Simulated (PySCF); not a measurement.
Molecule: SMILES ClC(Cl)C1=C[C@@H]2C=C[C@H]12, C7H6Cl2.

Bonds (- single, = double, # triple, : aromatic): Cl1-C2, C2-Cl3, C2-C4, C4=C5, C5-C6, C6-C7, C7=C8, C8-C9, C9-C4, C9-C6. C2 carries H10; C5 carries H11; C6 carries H12; C7 carries H13; C8 carries H14; C9 carries H15. Stereochemistry as in ClC(Cl)C1=C[C@@H]2C=C[C@H]12.

Frames of a GFN2-xTB Langevin trajectory at 200 K; GIAO PBE0/pcSseg-1 shieldings in PySCF 2.14.0 with density-fitted response routines, gas phase, non-relativistic; equivalent atoms averaged within each frame.

δ = σ(ref) − σ, references computed at the same level: HCl for ³⁵Cl (σref 949.78); ¹³C (σref 186.93) and ¹H (σref 31.72) against TMS. The references are static minima.

How do the shifts (ppm) fluctuate along the trajectory?

Results:


| time (fs) | Cl3 | Cl1 | C8 | C4 | C7 | C5 | C2 | C9 | C6 | H14 |
| --- | --- | --- | --- | --- | --- | --- | --- | --- | --- | --- |
| 250 | 334 | 285 | 161.7 | 160.9 | 151.8 | 149.6 | 79.4 | 52.7 | 50.1 | 7.52 |
| 425 | 266 | 317 | 152.1 | 167.3 | 149.2 | 149.3 | 83.6 | 50.8 | 44.6 | 7.33 |
| 625 | 254 | 274 | 164.0 | 162.8 | 151.3 | 137.5 | 84.4 | 63.4 | 44.8 | 7.89 |
| 800 | 258 | 233 | 155.7 | 171.9 | 144.5 | 139.8 | 73.1 | 48.0 | 44.5 | 6.74 |
| 1000 | 327 | 285 | 155.8 | 162.5 | 150.6 | 149.9 | 83.6 | 54.6 | 49.2 | 6.97 |
| mean of frames | 288 | 279 | 157.9 | 165.1 | 149.5 | 145.2 | 80.8 | 53.9 | 46.6 | 7.29 |
| standard deviation | 39 | 30 | 4.8 | 4.5 | 3.0 | 6.1 | 4.8 | 5.9 | 2.8 | 0.45 |

5 frames give an uncertainty of the mean of about the standard deviation over 2.2 at best, since frames this close in time may not be independent; classical motion lacks zero-point vibration, and the reference would need the same averaging.
